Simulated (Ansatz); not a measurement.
Compare A (`NC1(O)N[SiH2]1`) with its isomer B (`C=N[SiH](N)O`).

Isolated molecules relaxed with PBE0-D4/def2-TZVP in Ansatz; ΔE leaves out vibrations. CCSD(T)/CBS is the MP2 limit (def2-TZVPP, def2-QZVPP) plus CCSD(T) − MP2 in def2-TZVPP, frozen cores. Functionals use def2-TZVPP. Each species was taken in one conformer, which may not be the lowest.

Task: Which is lower in electronic energy at CCSD(T)/CBS, and by how much? (Best estimate.)

Result: The calculation gave: B, by 79.6 kcal/mol.

Task: Give E(B) − E(A) in kcal/mol with B2PLYP, MP2/def2-TZVPP, ωB97M-V, CCSD/def2-TZVPP, PBE-D4, PBE0-D4, HF/def2-TZVPP. (Estimate.)

Result: Ansatz gave: B2PLYP -80.6, MP2/def2-TZVPP -79.7, ωB97M-V -76.9, CCSD/def2-TZVPP -80.8, PBE-D4 -68.7, PBE0-D4 -71.4, HF/def2-TZVPP -90.7. None reverses the order clearly.

Largest T1 diagnostic: 0.013.

From PBE to PBE0 (25 % exact exchange), in def2-TZVPP and without D4, E(B) − E(A) moves by −2.6 kcal/mol. In def2-TZVPP, CCSD(T) changes the Hartree–Fock value by +11.3 kcal/mol (the triples alone add +1.5 kcal/mol) and MP2 by +10.9 kcal/mol.
